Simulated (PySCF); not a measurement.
C$_{2}$Cl$_{3}$ (SMILES Cl[C]=C(Cl)Cl), doublet, geometry from GFN2-xTB; PySCF with WB97X/STO-3G.

Here is a job for PySCF.
```python
from pyscf import gto, scf, dft

mol = gto.Mole()
mol.atom = '''
    Cl    2.35678761   -0.31883422    0.01950333
    C     0.77529472   -0.67694562    0.18027512
    C    -0.39193325   -0.13280407    0.05323237
    Cl   -0.62979944    1.56052421   -0.45358792
    Cl   -1.86229222   -0.95589598    0.35167018
'''
mol.basis = 'sto-3g'
mol.spin = 1
mol.verbose = 4
mol.build()

mf = dft.UKS(mol)
mf.xc = 'wb97x'
mf.kernel()
```

Output, abridged:

```
PySCF version 2.14.0

[INPUT] verbose = 4
[INPUT] num. atoms = 5
[INPUT] num. electrons = 63
[INPUT] charge = 0
[INPUT] spin (= nelec alpha-beta = 2S) = 1
[INPUT] symmetry False subgroup None
[INPUT] Mole.unit = angstrom
[INPUT] Symbol           X                Y                Z      unit          X                Y                Z       unit  Magmom
[INPUT]  1 Cl     2.356787610000  -0.318834220000   0.019503330000 AA    4.453683116668  -0.602509354939   0.036855952217 Bohr   0.0
[INPUT]  2 C      0.775294720000  -0.676945620000   0.180275120000 AA    1.465094686621  -1.279241823024   0.340670603873 Bohr   0.0
[INPUT]  3 C     -0.391933250000  -0.132804070000   0.053232370000 AA   -0.740646501611  -0.250963320528   0.100594600262 Bohr   0.0
[INPUT]  4 Cl    -0.629799440000   1.560524210000  -0.453587920000 AA   -1.190148455004   2.948963367653  -0.857156942211 Bohr   0.0
[INPUT]  5 Cl    -1.862292220000  -0.955895980000   0.351670180000 AA   -3.519222259708  -1.806381605773   0.664560326376 Bohr   0.0

nuclear repulsion = 300.560460797125
number of shells = 21
number of NR pGTOs = 111
number of NR cGTOs = 37
basis = sto-3g
ecp = {}

******** <class 'pyscf.dft.uks.UKS'> ********
method = UKS
initial guess = minao
damping factor = 0
level_shift factor = 0
DIIS = <class 'pyscf.scf.diis.CDIIS'>
diis_start_cycle = 1
diis_space = 8
diis_damp = 0
SCF conv_tol = 1e-09
SCF conv_tol_grad = None
SCF max_cycles = 50
direct_scf = True
direct_scf_tol = 1e-13
number electrons alpha = 32  beta = 31
XC library pyscf.dft.libxc version 7.1.2
    S. Lehtola, C. Steigemann, M. J. T. Oliveira, and M. A. L. Marques,  SoftwareX 7, 1–5 (2018)
XC functionals = wb97x
    J.-D. Chai and M. Head-Gordon,  J. Chem. Phys. 128, 084106 (2008)
radial grids:
    Treutler-Ahlrichs [JCP 102, 346 (1995); DOI:10.1063/1.469408] (M4) radial grids

becke partition: Becke, JCP 88, 2547 (1988); DOI:10.1063/1.454033
pruning grids: <function nwchem_prune>
grids dens level: 3
symmetrized grids: False
atomic radii adjust function: <function treutler_atomic_radii_adjust>
small_rho_cutoff = 0
Set gradient conv threshold to 3.16228e-05
tot grids = 84880
init E= -1440.7070818634

cycle= 1 E= -1440.60280415603  delta_E= 0.104  |g|= 0.335  |ddm|= 2.58
cycle= 2 E= -1440.66593349576  delta_E= -0.0631  |g|= 0.235  |ddm|= 0.967
cycle= 3 E= -1440.70529234087  delta_E= -0.0394  |g|= 0.0308  |ddm|= 0.376
cycle= 4 E= -1440.70643211775  delta_E= -0.00114  |g|= 0.0209  |ddm|= 0.082
cycle= 5 E= -1440.70693766963  delta_E= -0.000506  |g|= 0.00684  |ddm|= 0.0467
cycle= 6 E= -1440.70713829616  delta_E= -0.000201  |g|= 0.00409  |ddm|= 0.0358
cycle= 7 E= -1440.70725321257  delta_E= -0.000115  |g|= 0.00176  |ddm|= 0.0365
cycle= 8 E= -1440.70727685037  delta_E= -2.36e-05  |g|= 0.000402  |ddm|= 0.0215
cycle= 9 E= -1440.70727763274  delta_E= -7.82e-07  |g|= 9.06e-05  |ddm|= 0.00363
cycle= 10 E= -1440.70727765728  delta_E= -2.45e-08  |g|= 1.97e-05  |ddm|= 0.00056
cycle= 11 E= -1440.70727765836  delta_E= -1.08e-09  |g|= 5.39e-06  |ddm|= 0.000105
cycle= 12 E= -1440.70727765845  delta_E= -8.59e-11  |g|= 1.63e-06  |ddm|= 2.84e-05
Extra cycle  E= -1440.70727765845  delta_E= -4.09e-12  |g|= 9.68e-07  |ddm|= 5.08e-06
converged SCF energy = -1440.70727765845  <S^2> = 0.77327508  2S+1 = 2.0231412
```
